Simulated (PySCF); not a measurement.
triethylamine (C6H15N), singlet, geometry from GFN2-xTB; PySCF with B3LYP/3-21G.

PySCF was given this input:
```python
from pyscf import gto, scf, dft

mol = gto.M(
    atom='''
C    -1.657347    1.962932   -0.087266
C    -0.582489    1.153588   -0.804510
N     0.235925    0.364944    0.103015
C    -0.504080   -0.596040    0.902047
C    -1.194311   -1.738324    0.145011
C     1.392961   -0.185355   -0.585318
C     2.416122   -0.798031    0.364719
H    -1.224894    2.472324    0.769766
H    -2.063240    2.707117   -0.768481
H    -2.476661    1.334531    0.251694
H    -1.049892    0.535263   -1.591671
H     0.094425    1.853335   -1.304804
H     0.192266   -1.019775    1.628118
H    -1.253822   -0.039628    1.467663
H    -0.470196   -2.340082   -0.399006
H    -1.926483   -1.353022   -0.560593
H    -1.709114   -2.381759    0.854174
H     1.109901   -0.928626   -1.352025
H     1.869945    0.649902   -1.107796
H     2.080297   -1.754137    0.757325
H     3.350003   -0.961934   -0.167838
H     2.600855   -0.120737    1.194264
''',
    basis='3-21g',
    charge=0,
    spin=0,
    verbose=4,
)

mf = dft.RKS(mol)
mf.xc = 'b3lyp'
mf.kernel()
mf.analyze()
```

What the program printed (banner, timings and long lists left out):

```
PySCF version 2.14.0

[INPUT] verbose = 4
[INPUT] num. atoms = 22
[INPUT] num. electrons = 58
[INPUT] charge = 0
[INPUT] spin (= nelec alpha-beta = 2S) = 0
[INPUT] symmetry False subgroup None
[INPUT] Mole.unit = angstrom
[INPUT] Symbol           X                Y                Z      unit          X                Y                Z       unit  Magmom
[...]
nuclear repulsion = 341.017476834497
number of shells = 65
number of NR pGTOs = 150
number of NR cGTOs = 93
basis = 3-21g
ecp = {}

******** <class 'pyscf.dft.rks.RKS'> ********
method = RKS
initial guess = minao
damping factor = 0
level_shift factor = 0
DIIS = <class 'pyscf.scf.diis.CDIIS'>
diis_start_cycle = 1
diis_space = 8
diis_damp = 0
SCF conv_tol = 1e-09
SCF conv_tol_grad = None
SCF max_cycles = 50
direct_scf = True
direct_scf_tol = 1e-13
XC library pyscf.dft.libxc version 7.1.2
    S. Lehtola, C. Steigemann, M. J. T. Oliveira, and M. A. L. Marques,  SoftwareX 7, 1–5 (2018)
XC functionals = b3lyp
    P. J. Stephens, F. J. Devlin, C. F. Chabalowski, and M. J. Frisch,  J. Phys. Chem. 98, 11623 (1994)
radial grids:
    Treutler-Ahlrichs [JCP 102, 346 (1995); DOI:10.1063/1.469408] (M4) radial grids

becke partition: Becke, JCP 88, 2547 (1988); DOI:10.1063/1.454033
pruning grids: <function nwchem_prune>
grids dens level: 3
symmetrized grids: False
atomic radii adjust function: <function treutler_atomic_radii_adjust>
small_rho_cutoff = 0
Set gradient conv threshold to 3.16228e-05
Initial guess from minao.
tot grids = 245736
init E= -291.121418525207
[...]
cycle= 1 E= -290.774951595286  delta_E= 0.346  |g|= 0.429  |ddm|= 4.08
[...]
cycle= 2 E= -290.766766310344  delta_E= 0.00819  |g|= 0.474  |ddm|= 1.19
[...]
cycle= 3 E= -290.824997207401  delta_E= -0.0582  |g|= 0.0379  |ddm|= 0.608
[...]
cycle= 4 E= -290.825168333474  delta_E= -0.000171  |g|= 0.025  |ddm|= 0.0698
[...]
cycle= 5 E= -290.825301485913  delta_E= -0.000133  |g|= 0.00174  |ddm|= 0.0319
[...]
cycle= 6 E= -290.825302173888  delta_E= -6.88e-07  |g|= 0.000796  |ddm|= 0.0038
[...]
cycle= 7 E= -290.825302335714  delta_E= -1.62e-07  |g|= 0.000139  |ddm|= 0.00103
[...]
cycle= 8 E= -290.825302340963  delta_E= -5.25e-09  |g|= 1.39e-05  |ddm|= 0.000198
[...]
cycle= 9 E= -290.82530234103  delta_E= -6.78e-11  |g|= 2.08e-06  |ddm|= 3.07e-05
[...]
Extra cycle  E= -290.825302341028  delta_E= 2.27e-12  |g|= 2.07e-06  |ddm|= 6.55e-06
converged SCF energy = -290.825302341028
**** SCF Summaries ****
Total Energy =                        -290.825302341028078
Nuclear Repulsion Energy =             341.017476834497188
One-electron Energy =                -1066.459794325275425
Two-electron Energy =                  434.617015149750159
Two-electron Coulomb Energy =          479.669009225386844
DFT Exchange-Correlation Energy =      -45.051994075636706
HOMO-LUMO gap [eV] =                     7.711539574084327
**** MO energy ****
[...]
 ** Mulliken pop on meta-lowdin orthogonal AOs  **
 ** Mulliken pop  **
 ** Mulliken atomic charges  **
charge of    0C =     -0.29017
charge of    1C =     -0.06902
charge of    2N =     -0.25608
charge of    3C =     -0.07668
charge of    4C =     -0.30819
charge of    5C =     -0.06905
charge of    6C =     -0.29015
charge of    7H =      0.10182
charge of    8H =      0.09719
charge of    9H =      0.09217
charge of   10H =      0.06146
charge of   11H =      0.09121
charge of   12H =      0.09421
charge of   13H =      0.09422
charge of   14H =      0.09331
charge of   15H =      0.09332
charge of   16H =      0.09660
charge of   17H =      0.06145
charge of   18H =      0.09121
charge of   19H =      0.09218
charge of   20H =      0.09719
charge of   21H =      0.10182
Dipole moment(X, Y, Z, Debye): -0.19770, -0.35437, -0.38401
```
